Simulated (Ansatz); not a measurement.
One geometry of CH$_{4}$BBrS (`CB(S)Br`), several functionals.

```yaml
crystal:
  periodic: [false, false, false]
  atoms:
    - {symbol: C, position_ang: [-0.183623, 0.895414, 0.018844]}
    - {symbol: B, position_ang: [-0.020778, -0.588784, -0.418960]}
    - {symbol: S, position_ang: [0.672648, -1.908166, 0.563058]}
    - {symbol: Br, position_ang: [-0.604622, -1.119794, -2.180391]}
    - {symbol: H, position_ang: [0.173902, 1.101330, 1.028923]}
    - {symbol: H, position_ang: [0.350088, 1.548351, -0.679213]}
    - {symbol: H, position_ang: [-1.237067, 1.186694, -0.043671]}
    - {symbol: H, position_ang: [0.941652, -1.172146, 1.655608]}
basis:
  gaussian: {orbitals: def2-TZVPP}
hamiltonian: {xc: {name: B3LYP}, dispersion: d4}
output: {forces: true, orbitals: {seedname: orbitals}}
```

```sh
$ ansatz run in.yaml --threads 2 --pin off --events-out ev --progress --plain --max-ram 32768MiB --backend cpu
```

It prints (some lines left out):

```
Functional definition: B3LYP
1294 factors; their error is unknown
mean field evaluation 1: about -82657.3820 eV, gradient 5.6e1 eV
mean field evaluation 2: about -82651.6266 eV, gradient 6.9e1 eV
mean field evaluation 4: about -82664.4401 eV, gradient 5.1e0 eV
mean field evaluation 8: about -82664.5066 eV, gradient 3.1e-2 eV
mean field evaluation 16: about -82664.8499 eV, gradient 7.3e-4 eV
mean field -82664.84994497 eV, -3037.8772032298 hartree, gradient 2.9e-5 eV, S^2 0.000000; 0 other end points of the search recorded, 0 dependent functions left out
reference -82664.85019643 eV, -3037.8772124708 hartree; 33, 33 occupied and 175, 175 virtual orbitals, 1294 factors
Total energy: -82665.16722650 eV, -3037.8888631109 hartree
Atom 0 at    -0.183623     0.895414     0.018844 Å, force    -0.014596     0.080643     0.011017 eV/Å
Atom 1 at    -0.020778    -0.588784    -0.418960 Å, force     0.019451     0.069511     0.087858 eV/Å
Atom 2 at     0.672648    -1.908166     0.563058 Å, force     0.056939    -0.057045     0.110822 eV/Å
Atom 3 at    -0.604622    -1.119794    -2.180391 Å, force    -0.080928    -0.057404    -0.235266 eV/Å
Atom 4 at     0.173902     1.101330     1.028923 Å, force    -0.020230     0.002696    -0.049056 eV/Å
Atom 5 at     0.350088     1.548351    -0.679213 Å, force    -0.023628    -0.012650     0.044902 eV/Å
Atom 6 at    -1.237067     1.186694    -0.043671 Å, force     0.050169     0.004032     0.015494 eV/Å
Atom 7 at     0.941652    -1.172146     1.655608 Å, force     0.012823    -0.029782     0.014228 eV/Å
Dipole moment:     0.075294     0.277314     0.346205 e Å
```

Run time 7.5 s (2 threads of an AMD EPYC 7R13 on a shared host); peak host memory 0.6 GiB.

With the line `hamiltonian: {xc: {name: PBE-QIDH}}` and no forces (abridged; 8 s):

```
Functional definition: PBE-QIDH
mean field evaluation 16: about -82630.8185 eV, gradient 1.6e-5 eV
mean field -82630.81846732 eV, -3036.6265694936 hartree, gradient 3.9e-6 eV, S^2 0.000000
16 core orbitals not correlated: weight in the atoms' cores, before any rotation towards them, 1.000 or more for the frozen orbitals, at most 0.000 for the correlated occupied ones
second order -22.38187925 eV of doubles, -0.00000000 eV of singles
Total energy: -82638.27910471 eV, -3036.9007428606 hartree
```

Changing it to `hamiltonian: {xc: pbe, dispersion: d4}` (abridged; 4.6 s):

```
Functional definition: PBE
mean field evaluation 16: about -82645.5002 eV, gradient 4.4e-4 eV
mean field -82645.50017662 eV, -3037.1661123587 hartree, gradient 2.3e-5 eV, S^2 0.000000
Total energy: -82645.69381046 eV, -3037.1732282712 hartree
Atom 0 force     0.017406    -0.093673    -0.008275 eV/Å
Atom 1 force    -0.002708     0.064742     0.029815 eV/Å
Atom 2 force     0.031186    -0.323458    -0.105501 eV/Å
Atom 3 force    -0.063967    -0.071836    -0.201094 eV/Å
Atom 4 force     0.067947     0.051197     0.198775 eV/Å
Atom 5 force     0.093237     0.143585    -0.127016 eV/Å
Atom 6 force    -0.198063     0.077068    -0.010213 eV/Å
Atom 7 force     0.054962     0.152376     0.223510 eV/Å
Dipole moment:     0.072138     0.269031     0.333605 e Å
```

With the line `hamiltonian: {xc: {name: CAM-B3LYP}, dispersion: d4}` and no forces (abridged; 6 s):

```
Functional definition: CAM-B3LYP
mean field evaluation 16: about -82665.9283 eV, gradient 2.2e-4 eV
mean field -82665.92832812 eV, -3037.9168330796 hartree, gradient 6.4e-5 eV, S^2 0.000000
Total energy: -82666.09687368 eV, -3037.9230270147 hartree
```

With the line `hamiltonian: {xc: {name: r2SCANh}, dispersion: d4}` and no forces (abridged; 8 s):

```
Functional definition: r2SCANh
mean field evaluation 16: about -82661.0593 eV, gradient 7.4e-5 eV
mean field -82661.05931460 eV, -3037.7379001330 hartree, gradient 7.4e-5 eV, S^2 0.000000
Total energy: -82661.10758574 eV, -3037.7396740647 hartree
```

With the line `hamiltonian: {xc: {name: BLYP}, dispersion: d4}` and no forces (abridged; 3.1 s):

```
Functional definition: BLYP
mean field evaluation 16: about -82662.9000 eV, gradient 2.6e-4 eV
mean field -82662.90001967 eV, -3037.8055447969 hartree, gradient 4.5e-5 eV, S^2 0.000000
Total energy: -82663.32620634 eV, -3037.8212068682 hartree
```

B3LYP takes the VWN-RPA correlation (the form of Gaussian; ORCA's B3LYP/G).
